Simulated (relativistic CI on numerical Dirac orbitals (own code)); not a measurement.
# Line list: Forbidden lines, Tb64+

Computed by Dirac equation for one electron, model QED (radiative potential, 1s self-energy scaled to tabulated hydrogen-like ionisation energies) (own radial code, finite nucleus).

Configurations in the expansion: 1s, 2s, 2p, 3s, 3p, 3d, 4s, 4p, 4d, 4f, 5s, 5p, 5d, 5f, 5g, 6s, 6p, 6d. Levels of other configurations are missing.

| λ vac (Å) | Lower | Upper | Type | A (s⁻¹) | gf | Branching (%) |
| --- | --- | --- | --- | --- | --- | --- |
| 0.2086 | 1s ²S1/2 [1] | 6d ²D5/2 [30] | E2 | 7.17e+12 | 2.81e-04 | 4.5 |
| 0.2086 | 1s ²S1/2 [1] | 6d ²D3/2 [28] | E2 | 7.93e+12 | 2.07e-04 | 4.6 |
| 0.2111 | 1s ²S1/2 [1] | 5d ²D5/2 [22] | E2 | 1.18e+13 | 4.71e-04 | 4.4 |
| 0.2112 | 1s ²S1/2 [1] | 5d ²D3/2 [19] | E2 | 1.30e+13 | 3.49e-04 | 4.4 |
| 0.2159 | 1s ²S1/2 [1] | 4d ²D5/2 [15] | E2 | 2.07e+13 | 8.67e-04 | 4.0 |
| 0.2160 | 1s ²S1/2 [1] | 4d ²D3/2 [12] | E2 | 2.31e+13 | 6.46e-04 | 4.1 |
| 0.2270 | 1s ²S1/2 [1] | 3d ²D5/2 [9] | E2 | 3.66e+13 | 1.70e-03 | 3.1 |
| 0.2273 | 1s ²S1/2 [1] | 3d ²D3/2 [7] | E2 | 4.13e+13 | 1.28e-03 | 3.2 |
| 0.2722 | 1s ²S1/2 [1] | 2s ²S1/2 [3] | M1 | 4.34e+12 | 9.64e-05 | n/a |
| 1.0107 | 2p ²P°3/2 [4] | 5f ²F°7/2 [24] | E2 | 2.97e+12 | 3.64e-03 | 2.3 |

Terms are leading LS components. Brackets give the number of a level in order of energy, since labels repeat. The list gives strong lines, with weight on those to low levels. Levels whose partners in the same complex of configurations lie outside the list can be far off, and so can their lines. Rates are taken at the computed energies, electric ones in the length gauge.
